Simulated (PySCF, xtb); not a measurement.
Cd(Br)(SMe) (CH3BrCdS), SMILES C[S][Cd][Br]. Other conformers were not sampled.

Harmonic wavenumbers (cm⁻¹) from GFN2-xTB (xtb) at its own minimum, in rising order: 42, 68, 150, 164, 184, 276, 711, 938, 942, 1311, 1426, 1445, 2957, 2967, 3046.

**Question.** What does B3LYP-D3(BJ)/def2-SVP (PySCF 2.14.0) give at its own minimum? (The exact figures need the calculation; the answer reports its results.)

**Answer.** 56, 70, 132, 164, 238, 366, 690, 955, 967, 1336, 1454, 1459, 3045, 3145, 3149. Paired by order, the mean absolute difference is 45 cm⁻¹ and the zero-point energies are 23.8 and 24.6 kcal/mol.
